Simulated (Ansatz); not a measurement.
Forces on a displaced structure

GaH2S (SMILES [SH][GaH]), doublet, displaced at random from a GFN2-xTB minimum.

S1  (0.292, -1.440, -0.044)
Ga2  (0.287, 0.921, -0.129)
H3  (0.546, -1.400, 1.225)
H4  (-1.009, 1.788, -1.016)
(Å)

Program: Ansatz 0.2.0. Basis: def2-TZVPP. Cores are frozen in the correlated methods; orbitals are unrestricted. Filled d shells of the heavier atoms are correlated. The def2 sets are not built for correlating such inner shells, so the correlated values are less sure here.

CCSD(T) forces from the calculation:
```tsv
atom	Fx	Fy	Fz (eV/Å)
S1	-0.440	1.050	-1.422
Ga2	-1.124	-0.270	-0.532
H3	0.420	0.024	1.323
H4	1.144	-0.805	0.631
```

Problem. Which atom feels the largest CCSD(T) force, and how large is it?

Solution. S1, 1.82 eV/Å, along (-0.24, 0.58, -0.78).

Root-mean-square difference of the force components from those of CCSD(T): PBE0-D4 0.065; wB97M-V 0.014; r2SCAN-D4 0.065; PBE-D4 0.225; r2SCANh-D4 0.037; CAM-B3LYP-D4 0.045 eV/Å.

No T1 diagnostic of these runs exceeds 0.017. ⟨S²⟩ of the unrestricted Hartree–Fock references: 0.77 (a pure state has 0.75). These are differences at one structure, and CCSD(T) in triple zeta is itself an approximation.

For scale, one of the runs: CCSD(T)/def2-TZVPP forces, 118 basis functions (an equivalent command: `ansatz run in.yaml --threads 4`). Time: 55 s of wall clock on 4 CPU threads; the host was shared. Peak host memory: 1.6 GiB.
